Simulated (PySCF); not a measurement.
Compound: C7H11N.
Cartesian coordinates in Å at the GFN2-xTB level; atoms count from 1:
```
atom  x, y, z in Å
H1     2.2545   -1.0037    1.7174
N2     2.7507   -0.3280    1.1352
C3     2.0300    0.2552    0.2892
C4     0.5788    0.0769    0.0376
C5    -0.3233    1.3072    0.2388
C6    -1.6799    0.6826   -0.1582
C7    -1.2049   -0.7318   -0.4925
C8    -0.2677   -1.0361    0.6867
C9     0.0569   -0.4484   -1.3202
H10    2.5250    0.9845   -0.3496
H11   -0.0320    2.1330   -0.4093
H12   -0.3056    1.6553    1.2713
H13   -2.1308    1.1773   -1.0177
H14   -2.3975    0.6912    0.6614
H15   -1.9552   -1.4447   -0.8233
H16    0.1931   -2.0198    0.6245
H17   -0.6510   -0.8586    1.6901
H18    0.5699   -1.3480   -1.6511
H19   -0.0206    0.2650   -2.1379
```

Vertical excitations from PySCF (density fitting, frozen core in the response, grid level 2 and gas phase unless stated; continuum runs use non-equilibrium linear response for the excitations) on a GFN2-xTB geometry. Reference run:

```
                              settings    S1, eV (f)    S2, eV (f)    S3, eV (f)    S4, eV (f)    S5, eV (f)    S6, eV (f)  T1, eV (Tamm–Dancoff)  mean α (au)
PBE0/def2-SVPD, full TDDFT, 6 singlets  5.16 (0.002)  6.90 (0.010)  7.36 (0.018)  7.46 (0.023)  7.51 (0.016)  7.60 (0.243)                   4.31         82.9
```

Problem. What do these settings give: (1) LDA/pcSseg-0, fitting basis def2-qzvpp-jkfit, TDA, 3 singlets; (2) OLYP/MINI, start guess huckel, full TDDFT, 25 singlets; (3) B3LYP/6-31G*, energy threshold 1e-08 Eh, full TDDFT, 6 singlets; (4) BLYP/def2-SVPD, full TDDFT, 12 singlets?

Solution. 
| settings | S1, eV (f) | S2, eV (f) | S3, eV (f) | S4, eV (f) | S5, eV (f) | S6, eV (f) | T1, eV (Tamm–Dancoff) | mean α (au) |
| --- | --- | --- | --- | --- | --- | --- | --- | --- |
| LDA/pcSseg-0, fitting basis def2-qzvpp-jkfit, TDA, 3 singlets | 4.83 (0.005) | 6.18 (0.006) | 6.73 (0.002) | – | – | – | 3.77 | 69.7 |
| OLYP/MINI, start guess huckel, full TDDFT, 25 singlets | 4.81 (0.004) | 7.49 (0.004) | 7.86 (0.021) | 8.01 (0.114) | 8.18 (0.003) | 8.86 (0.001) | 3.56 | 51.3 |
| B3LYP/6-31G*, energy threshold 1e-08 Eh, full TDDFT, 6 singlets | 5.30 (0.002) | 7.55 (0.027) | 7.73 (0.170) | 8.01 (0.001) | 8.16 (0.045) | 8.41 (0.026) | – | 72.0 |
| BLYP/def2-SVPD, full TDDFT, 12 singlets | 4.90 (0.002) | 5.60 (0.008) | 6.17 (0.001) | 6.21 (0.019) | 6.42 (0.001) | 6.50 (0.001) | – | 86.3 |

(1) S1 moves by -0.33 eV; functional, basis and response scheme change together, so the shift can't be laid on one. (2) S1 moves by -0.35 eV; functional and basis change together, so the shift can't be laid on one. (3) S1 moves by +0.14 eV; functional and basis change together, so the shift can't be laid on one. (4) S1 moves by -0.26 eV (BLYP has no exact exchange, PBE0 25 % exact exchange). States are counted by energy in each run and needn't keep their character from row to row.

All basis functions are spherical, in the Pople sets too.

Problem. Which orbital pairs make up S1 in each run, and how does it sit against the orbital gap?

Solution. 
```
                                                       settings  S1 configurations (weight)  S1 (eV)  orbital gap (eV)  S1 − gap (eV)
                         PBE0/def2-SVPD, full TDDFT, 6 singlets                    H→L 0.98     5.16              7.16          -2.00
  LDA/pcSseg-0, fitting basis def2-qzvpp-jkfit, TDA, 3 singlets                    H→L 0.99     4.83              4.11          +0.72
         OLYP/MINI, start guess huckel, full TDDFT, 25 singlets                    H→L 1.00     4.81              4.15          +0.66
B3LYP/6-31G*, energy threshold 1e-08 Eh, full TDDFT, 6 singlets                    H→L 0.99     5.30              6.88          -1.58
                        BLYP/def2-SVPD, full TDDFT, 12 singlets                    H→L 0.99     4.90              4.57          +0.33
```

One conformer stands for the species.
